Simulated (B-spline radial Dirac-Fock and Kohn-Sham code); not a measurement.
# What relativity does to the binding energies of Hg³⁺

System: the Hg³⁺ ion, 1s2 2s2 2p6 3s2 3p6 3d10 4s2 4p6 4d10 4f14 5s2 5p6 5d9.

Both columns are ΔSCF binding energies of the configuration average from a radial atomic solver: non-relativistic Hartree-Fock with a point nucleus, and Dirac-Fock with a finite nucleus and the Coulomb interaction alone, averaged over the two j levels with weights 2j+1.

```tsv
shell	Hartree-Fock (eV)	Dirac-Fock (eV)	shift (eV)	shift (%)
1s	75563.7	83595.7	+8032.02	+10.63
2s	12792.1	14951.9	+2159.83	+16.88
2p	12283.5	13012.3	+728.88	+5.93
3s	3083.7	3625.5	+541.85	+17.57
3p	2843.4	3048.8	+205.44	+7.23
4s	717.7	855.4	+137.74	+19.19
4p	612.4	661.9	+49.47	+8.08
4f	158.6	142.9	-15.63	-9.86
5s	143.5	169.6	+26.11	+18.20
5p	107.4	114.9	+7.49	+6.97
5d	49.65	48.14	-1.51	-3.05
```

Relativity binds 1s, 2s, 2p, 3s, 3p, 4s, 4p, 5s, 5p more strongly, among those listed most of all 4s in relative terms, and 4f, 5d more weakly, because the contracted s and p shells screen the nucleus better.

Values without a named source are computed, but for edge energies of neutral atoms, which are taken from tables.
